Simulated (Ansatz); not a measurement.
Ansatz results at the PBE0-D4/def2-TZVP geometry: HOMO–LUMO gap (PBE/def2-TZVPP) 5.36 eV; ideal-gas entropy at 298 K and 1 bar (rigid rotor, harmonic PBE0-D4/def2-TZVP) 340 J/(mol·K); zero-point energy (PBE0-D4/def2-TZVP) 29.9 kJ/mol.

(1) Which molecule gave them?
A. `C[O][Al]([OH])[OH]`
B. `[Cl][Al]([Cl])[GeH3]`
C. `[CH3][Al]([F])[F]`
D. `N#[C][Al]([Cl])[Cl]`

Results:

(1) D. The others give `C[O][Al]([OH])[OH]`: 5.27, 360, 183.5; `[CH3][Al]([F])[F]`: 6.56, 329, 106.9; `[Cl][Al]([Cl])[GeH3]`: 4.66, 384, 69.5.
